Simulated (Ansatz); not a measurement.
The first iterations of a band of C4H10AlN (16 atoms, charge 0, multiplicity 1).

Level of theory: Ansatz 0.2.0, RKS PBE0-D4/6-31G*.

```
movable images  : 7
climbing image  : yes
spring          : 5.0 eV/Å²
optimiser       : quadratic models (default)
start path      : through a guess of the saddle point
force threshold : 0.05 eV/Å
iteration limit : 30
end points      : relaxed
```

First end point:

```xyz
16
Properties=species:S:1:pos:R:3
N 0.521 -1.157 1.140
C 0.195 -0.041 0.164
Al 1.893 0.330 1.085
C -0.102 -0.395 -1.294
C -1.114 0.771 -1.283
C -1.168 0.647 0.255
H 0.659 -2.057 0.688
H -0.168 -1.257 1.881
H 1.844 1.190 2.430
H 3.244 -0.180 0.403
H 0.716 -0.373 -2.021
H -0.630 -1.358 -1.382
H -0.643 1.709 -1.591
H -2.047 0.641 -1.837
H -1.261 1.560 0.851
H -1.962 -0.055 0.554
```

Last end point:

```xyz
16
Properties=species:S:1:pos:R:3
N 0.521 -1.157 1.141
C 0.197 -0.047 0.158
Al 1.887 0.336 1.090
C -0.108 -0.403 -1.296
C -1.110 0.772 -1.284
C -1.161 0.649 0.254
H 0.683 -2.054 0.691
H -0.179 -1.269 1.870
H 3.247 -0.181 0.429
H 1.824 1.212 2.423
H 0.707 -0.389 -2.027
H -0.645 -1.361 -1.380
H -0.633 1.706 -1.594
H -2.046 0.648 -1.836
H -1.247 1.563 0.850
H -1.959 -0.049 0.555
```

| iteration | highest image above the first end (eV) | largest band force component (eV/Å) |
| --- | --- | --- |
| 1 | 8.845 | 21.429 |
| 2 | 3.647 | 8.385 |
| 3 | 1.715 | 3.562 |
| 4 | 0.902 | 1.289 |
| 5 | 0.736 | 0.827 |

Does the band converge within its limit, and where does its top end?

The run converged. It ended after 15 iterations with the highest image 0.592 eV above the first end. A vibrational analysis at the climbing image gives one clearly imaginary mode, 121i cm⁻¹: a first-order saddle point.

Run time: 8.8 min on 2 threads of Intel(R) Xeon(R) Platinum 8259CL CPU @ 2.50GHz (Skylake/Cascade Lake), on a shared host, peak memory 0.33 GiB.
